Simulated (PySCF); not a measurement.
Cost of one run: geometry optimisation, `C=[CH][GeH2]/[C](=C/Cl)C[O]` [radical].

Method: PBE0-D3(BJ)/def2-SVP geometry optimisation, gas phase (PySCF 2.14.0). Work: geometry optimisation from a GFN2-xTB start shaken at random, density fitting, unrestricted. A driver script takes a list of jobs; this job's settings line and coordinates (Å) are shown.

Input:
```
{"job": {"xc": "PBE0", "basis": "def2-SVP", "d3": "d3bj", "grid": 1, "maxiter": 30, "shake": 0.01, "kind": "geom"}, "charge": 0, "multiplicity": 2}
C      3.023230     0.046030    -0.491120
C      1.980550     0.651500     0.114780
Ge     0.477010    -0.315060     0.929760
C     -1.094770     0.046520    -0.130800
C     -1.193770     0.755490    -1.253850
Cl    -2.643800     1.019480    -2.143580
C     -2.258390    -0.654290     0.529100
O     -1.888910    -1.334520     1.586430
H      3.065960    -0.997790    -0.549380
H      3.809910     0.623830    -0.935640
H      1.956230     1.734510     0.184490
H      0.237220     0.183910     2.332250
H      0.738880    -1.771920     0.929980
H     -0.345360     1.247370    -1.672450
H     -2.798910    -1.320420    -0.203590
H     -3.084120     0.083000     0.784360
```

Hardware: AMD EPYC 7R13, one thread, no GPU, shared host with 32 logical CPUs at a one-minute load of 19. PySCF's memory limit was set to 2320 MB.

**Question.** How large is the basis?

**Answer.** 174 functions.

**Question.** Estimate the wall time.

**Answer.** About 3.6 min. The run took 8 energy-and-gradient evaluations and 104 SCF cycles, 27 s an evaluation on average.

**Question.** Estimate the peak memory.

**Answer.** About 0.97 GiB. Peak memory is the resident size of the whole Python process, interpreter and libraries included.

**Question.** At this speed, how long would 1000 such jobs take on 16 cores, one job a core?

**Answer.** 1000/16 gives 63 rounds of 3.6 min, about 3.8 h of wall time and 60 core-hours, if the jobs don't slow each other.

The output:
```
step   0  E = -2806.31711923  max force = 0.037995
step   1  E = -2806.32782040  max force = 0.006471
step   2  E = -2806.32815605  max force = 0.001340
step   3  E = -2806.32808235  max force = 0.003303
step   4  E = -2806.32824106  max force = 0.000824
step   5  E = -2806.32824407  max force = 0.001013
step   6  E = -2806.32826675  max force = 0.000332
step   7  E = -2806.32827315  max force = 0.000240
optimisation converged
```

Energies in Eh; «max force» is the largest Cartesian gradient component in Eh/bohr.

The host was shared with other jobs, so the times are rough.

The run converged: final energy -2806.32827 Eh after 7 steps; dipole 1.62 D.
